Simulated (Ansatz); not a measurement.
Input and output for BFH5NOSi, SMILES `BN[SiH](O)F`.

```yaml
crystal:
  periodic: [false, false, false]
  atoms:
    - {symbol: B, position_ang: [0.599365, 1.677859, 0.582636]}
    - {symbol: N, position_ang: [-0.281915, 0.593530, 0.469609]}
    - {symbol: Si, position_ang: [-0.035297, -0.778232, -0.534112]}
    - {symbol: O, position_ang: [-0.716574, -2.036014, 0.245675]}
    - {symbol: F, position_ang: [-0.768214, -0.614267, -1.942339]}
    - {symbol: H, position_ang: [1.620227, 1.656242, -0.043414]}
    - {symbol: H, position_ang: [0.324597, 2.598128, 1.295661]}
    - {symbol: H, position_ang: [-1.137319, 0.621323, 1.008144]}
    - {symbol: H, position_ang: [1.397486, -0.939479, -0.828898]}
    - {symbol: H, position_ang: [-0.919157, -2.830189, -0.250161]}
basis:
  gaussian: {orbitals: def2-TZVP, point_charges: [{charge: 2.00, position_ang: [4.595, -0.103, 0.128]}]}
total_charge: -1
magnetization: {spin_polarized: true, initial_magnetization: 1}
hamiltonian: {xc: {name: wB97X}}
output: {forces: true}
```

```sh
$ ansatz run in.yaml --threads 4 --pin off --events-out ev --progress --plain --max-ram 10444MiB
```

It prints (some lines left out):

```
Functional definition: wB97X
1103 factors; their error is unknown
287 factors; integrals over basis functions are off by at most 1.5e-5 eV
mean field evaluation 1: about -14897.0733 eV, gradient 3.3e1 eV
mean field evaluation 2: about -14898.5372 eV, gradient 3.0e1 eV
mean field evaluation 4: about -14901.8902 eV, gradient 1.6e0 eV
mean field evaluation 8: about -14901.9891 eV, gradient 1.8e-1 eV
mean field evaluation 16: about -14902.0192 eV, gradient 2.9e-3 eV
mean field -14902.01923874 eV, -547.6391060724 hartree, gradient 3.3e-5 eV, S^2 0.752016; 2 other end points of the search recorded, 0 dependent functions left out
reference -14902.01922267 eV, -547.6391054819 hartree; 25, 24 occupied and 166, 167 virtual orbitals, 1103 factors
Total energy: -14902.01922267 eV, -547.6391054819 hartree
Atom 0 at     0.599365     1.677859     0.582636 Å, force     4.191777    -1.115302     0.651076 eV/Å
Atom 1 at    -0.281915     0.593530     0.469609 Å, force    -0.382903    -1.436699    -0.672963 eV/Å
Atom 2 at    -0.035297    -0.778232    -0.534112 Å, force    -1.061063     1.163952     0.757379 eV/Å
Atom 3 at    -0.716574    -2.036014     0.245675 Å, force     0.185476    -0.274166    -0.158625 eV/Å
Atom 4 at    -0.768214    -0.614267    -1.942339 Å, force     0.139003    -0.091230    -0.252527 eV/Å
Atom 5 at     1.620227     1.656242    -0.043414 Å, force    -0.812166     0.741193    -0.893254 eV/Å
Atom 6 at     0.324597     2.598128     1.295661 Å, force    -0.335434     0.236768    -0.107914 eV/Å
Atom 7 at    -1.137319     0.621323     1.008144 Å, force     0.140985    -0.050971     0.017603 eV/Å
Atom 8 at     1.397486    -0.939479    -0.828898 Å, force     1.113663     0.115657     0.358460 eV/Å
Atom 9 at    -0.919157    -2.830189    -0.250161 Å, force    -0.111136     0.018421     0.033007 eV/Å
Dipole moment:    -2.373847    -1.356581    -0.803413 e Å
```

Hardware: 4 threads of an Arm Neoverse V1 on a shared host. Wall time 15 s, peak host memory 0.72 GiB.
